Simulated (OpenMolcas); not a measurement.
**Ni2+: ligand-field states by method**

Ni2+ with 6 ligands (fluoride) in trigonal prismatic coordination (D3h) at 2 Å, a polar angle of 45.7° against the regular 49.1°. A charge of +0.667 e stands 3.2 Å behind each ligand. Ligand basis ANO-RCC-VDZP.
```
Ni    0.0000    0.0000    0.0000
F     1.4305    0.0000    1.3978
F    -0.7152    1.2388    1.3978
F    -0.7152   -1.2388    1.3978
F     1.4305    0.0000   -1.3978
F    -0.7152    1.2388   -1.3978
F    -0.7152   -1.2388   -1.3978
```

```
Program             : OpenMolcas 26.06
Basis               : ANO-RCC-VTZP [6s5p3d2f1g]
Scalar Hamiltonian  : DKH2, point nucleus
Active space        : 8 electrons in 5 orbitals (3d)
State averaging     : 2S+1 = 3 even, 10 roots; 2S+1 = 1 even, 15 roots
Spin-orbit coupling : RASSI with atomic mean-field integrals over the reference wave functions
```

I. CASSCF
II. SS-CASPT2, IPEA 0.25 Eh, imaginary shift 0.1 Eh (closed shells correlated: 3s 3p and the ligand valence shells)
III. SS-CASPT2, IPEA 0 Eh, imaginary shift 0.1 Eh (closed shells correlated: 3s 3p and the ligand valence shells)

Spin-free states (labels of D3, the rotations of D3h) in cm-1, each column counted from its own energy of the first state listed:

```tsv
State	Degeneracy	I	II	III
3A2	1	0	0	0
3E	2	3500	3970	3810
3A1	1	4019	4220	3790
3A2	1	4025	4220	3800
3E	2	8328	11200	11730
1E	2	17903	13560	13630
1E	2	19819	15940	15810
1A1	1	22247	18330	18070
3E	2	22669	19340	19090
3A2	1	27288	25470	25420
1E	2	27938	25100	25360
1A1	1	28596	27270	27800
1A1	1	28917	24880	24590
1A2	1	28977	24920	24620
1E	2	29939	27940	28130
1E	2	34268	32720	33390
1A1	1	66466	55210	54790
```

From I to II, I's first state of the same spin (3E) moves from 3500 to 3970 cm-1, by about +470 cm-1.

From I to II, I's first state of another spin (1E) moves from 17903 to 13560 cm-1, by about -4300 cm-1.

χT at 300 K: I 1.87, II 1.77, III 1.80 cm3 K/mol.

Roots that are degenerate in the reference are averaged as groups; the widest CASPT2 spread within a group is 85 cm-1 (the 2-fold group of multiplicity 3 near 11200 cm-1 above the lowest state of its run, II). Shifts and gaps below about the spread of the groups concerned are not significant. Over all roots computed the reference weight is 0.69 to 0.71 in II, 0.69 to 0.71 in III; a low but even weight reflects the number of correlated electrons. Ligand-to-metal charge-transfer states are missing. Without dynamic correlation the repulsion within the d shell is too large (B by tens of per cent), so at a given field states of lower spin stand too high (holds for I). With no ligand orbital active B as a rule stays too high, so bands that hang on it stand too high and its fall with covalency is understated (holds for I). With metal d orbitals alone and no dynamic correlation the field as a rule comes out too small, by tens of per cent, by up to half for chloride and softer ligands, and the orbital part of g and χT, which goes as 1/10Dq, too large (holds for I). A single d shell leaves out the double-shell effect, which counts most for late 3d ions, where the CASPT2 field can be off either way by tens of per cent (holds for II; III). For late 3d ions with one d shell CASPT2 can put B and the spin-flip bands somewhat low as well as high (holds for II; III). Free-ion shares, where given, are those of the reference states; single-state CASPT2 does not remix them (holds for II; III). No measured value stands beside these numbers; the geometry was imposed, not optimised, and the real ion may take another.
